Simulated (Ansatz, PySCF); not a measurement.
Species: SiAsH4, charge 0, doublet. SiAsH4 (SMILES [SiH3][AsH], doublet).
B3LYP-D3(BJ)/def2-TZVP minimum from Ansatz (a quantum-chemistry and plane-wave program):
```
Si
H 1 1.4813
H 1 1.4834 2 108.94
H 1 1.4834 2 108.94 3 -118.43
As 1 2.3752 2 108.82 4 -120.79
H 5 1.5315 1 90.59 2 180.00
```
Charge 0, spin multiplicity 2.

Atomisation energy term by term, kcal/mol (programs: Ansatz). Open shells are spin-unrestricted; no spin-orbit coupling. Cores are frozen in correlated methods (noble-gas shells, and filled d and f shells in the p block). No relativity. CBS(X,Y): correlation extrapolated as X^-3, Hartree-Fock from the larger set. A bracket is a step between two methods taken in the basis named. Where a partner has so few electrons that a lower coupled-cluster level is exact, that level stands in.

| term | basis | kcal/mol |
|---|---|---|
| Hartree-Fock | def2-QZVPP | 263.09 |
| CCSD correlation | CBS(def2-TZVPP,def2-QZVPP) | 91.37 |
| (T) | CBS(def2-TZVPP,def2-QZVPP) | 3.52 |
| CCSDT(Q) - CCSD(T) | def2-TZVPP | 0.25 |
| minus zero-point energy | harmonic, PySCF's Hessian at B3LYP-D3(BJ)/def2-TZVP | -19.65 |
| sum: D0 |  | 338.6 |

The step beyond CCSD(T) by other levels: CCSDT(Q) in def2-SVP 0.44 kcal/mol.
